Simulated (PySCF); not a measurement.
C8H10Si, SMILES c1c(C=C)cc(cc1)[SiH3] (GFN2-xTB optimised geometry):

```
19

C     -2.882     1.924    -0.017
C     -1.571     1.718    -0.012
C     -0.887     0.430    -0.015
C     -1.562    -0.791    -0.031
C     -0.858    -1.980    -0.032
C      0.526    -1.973    -0.017
C      1.234    -0.774     0.000
Si     3.121    -0.774     0.000
C      0.508     0.409     0.000
H     -3.600     1.122    -0.023
H     -3.292     2.920    -0.014
H     -0.908     2.575    -0.005
H     -2.641    -0.813    -0.043
H     -1.392    -2.920    -0.044
H      1.065    -2.910    -0.016
H      3.600    -1.774     0.958
H      3.605    -1.113    -1.342
H      3.599     0.556     0.379
H      1.041     1.351     0.014
```

Computed with PySCF with CAM-B3LYP/def2-SVP.

### Question
What are the frontier orbital energies and the dipole moment?

### Answer
HOMO-2 -10.05 eV, HOMO-1 -8.58 eV, HOMO -7.74 eV, LUMO 0.01 eV, LUMO+1 0.86 eV; dipole moment 0.56 D.

On the same geometry PySCF 2.14.0 with PBE/def2-SVP gives HOMO-2 -7.44 eV, HOMO-1 -6.41 eV, HOMO -5.69 eV, LUMO -1.97 eV, LUMO+1 -1.24 eV; dipole moment 0.63 D.

Meta-Löwdin charges at CAM-B3LYP/def2-SVP: C1 -0.22, C2 -0.09, C3 0.01, C4 -0.10, C5 -0.10, C6 -0.09, C7 -0.22, Si8 0.52, C9 -0.10, H10 0.10, H11 0.11, H12 0.10, H13 0.10, H14 0.10, H15 0.10, H16 -0.11, H17 -0.11, H18 -0.11, H19 0.09.
